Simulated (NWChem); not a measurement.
C2, singlet; SMILES [C]=[C]

All runs: NWChem. Pople sets run with spherical d functions. Low-valent species are run as closed-shell singlets; no triplet was tried in these runs. Each level has its own optimisation; frequencies are unscaled.

For level Hartree-Fock/STO-3G:

```yaml
highest harmonic frequency (cm⁻¹): 2214
```

Task: What are these values for level B3LYP/6-31G*?

Result: 
| Quantity | Value |
|---|---|
| highest harmonic frequency (cm⁻¹) | 1888 |
